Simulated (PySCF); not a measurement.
Molecule: `InChI=1S/BH6PSSi/c2-1-3-4/h1H,2H2,4H3`.

Structure with atom numbers: `[SiH3:1][S:2][BH:3][PH2:4]` (H(Xn): hydrogen on atom n).

Geometry PBE0-D3(BJ)/def2-SVP throughout; GIAO in PySCF 2.14, gas phase, one conformer, non-relativistic; equivalent atoms averaged; functional PBE0.

Task: How do the shifts δ (against TMS, CS2, BF3·OEt2, H3PO4 at the same level) depend on the basis set? (ppm; last column core-seconds on shared hosts with different chips, so compare them loosely)

Result: 
```
    basis set  functions    Si1      S2    B3      P4  H(B3)  H(Si1)  H(P4)  core-s
       STO-3G         38  -50.0  -105.4  88.4  -116.5   7.19    2.24   1.14     2.8
        6-31G         60  -28.7   -39.2  72.6  -197.7   8.67    4.37   2.99     5.4
     pcSseg-0         60  -88.0   -73.5  84.8  -268.8   8.63    4.73   2.94     7.6
       6-31G*         80  -22.4   -22.0  73.2  -157.6   8.17    4.75   3.12      11
      cc-pVDZ         98  -47.1   -22.4  76.7  -166.3   8.13    4.66   2.99      14
     def2-SVP         98  -55.2   -15.0  75.7  -175.0   8.07    4.68   2.96      12
     pcSseg-1        119  -55.7   -25.1  78.3  -192.1   7.96    4.63   3.17     6.7
  aug-cc-pVDZ        158  -55.8   -10.3  74.6  -188.2   8.35    4.89   3.19      25
6-311+G(2d,p)        168  -57.2    -4.0  76.5  -201.6   8.20    4.97   3.32      26
    def2-TZVP        178  -59.8    -5.0  78.6  -202.9   8.22    4.97   3.35      29
      cc-pVTZ        216  -53.7   -12.1  77.7  -195.1   8.10    4.77   3.18      40
     IGLO-III        227  -61.2     3.5  81.8  -199.2   8.17    4.85   3.28      38
     pcSseg-2        249  -59.1    -7.9  82.0  -199.7   8.13    4.68   3.26      26
```

Task: Which nucleus moves most, in ppm?

Result: P4 (phosphorus bonded to B, 2 H): from -268.8 ppm with pcSseg-0 to -116.5 ppm with STO-3G. The smallest spread is 1.48 ppm, at H(B3).

Task: Taking the largest basis, pcSseg-2 (249 functions), as the yardstick, rank the others by their worst heavy-atom deviation.

Result: def2-TZVP 3.4 ppm (178 functions), cc-pVTZ 5.4 ppm (216 functions), 6-311+G(2d,p) 5.5 ppm (168 functions), IGLO-III 11.4 ppm (227 functions), aug-cc-pVDZ 11.5 ppm (158 functions), pcSseg-1 17.2 ppm (119 functions), def2-SVP 24.7 ppm (98 functions), 6-31G 31.3 ppm (60 functions), cc-pVDZ 33.4 ppm (98 functions), 6-31G* 42.1 ppm (80 functions), pcSseg-0 69.1 ppm (60 functions), STO-3G 97.6 ppm (38 functions).

A small basis that lands close on one nucleus may do so by chance; judge by the trend and by all nuclei.
